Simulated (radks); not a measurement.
All-electron atom: Bi3+ in [Hg]. Method: Dirac Kohn-Sham, PBE, spin-unpolarised, spherical densities, finite nucleus; Fermi nuclear charge, rms radius 5.5211 fm; computed with a radial shooting solver on a logarithmic mesh with Libxc functionals.

Spin-orbit splittings of the eigenvalues, e(l+1/2) - e(l-1/2), with zeta = 2 splitting/(2l+1) and mean radii in bohr:

shell	occ.	splitting (eV)	zeta (eV)	<r> j=l-1/2	<r> j=l+1/2
2p	6	2319	1546	0.05388	0.06293
3p	6	519.3	346.2	0.1615	0.1780
3d	10	110.1	44.05	0.1545	0.1595
4p	6	128.0	85.32	0.3777	0.4124
4d	10	23.89	9.557	0.4161	0.4271
4f	14	5.492	1.569	0.4380	0.4441
5p	6	24.65	16.44	0.8852	0.9742
5d	10	3.052	1.221	1.196	1.236
6p	0	3.134	2.089	2.322	2.546
6d	0	0.3154	0.1262	3.547	3.620
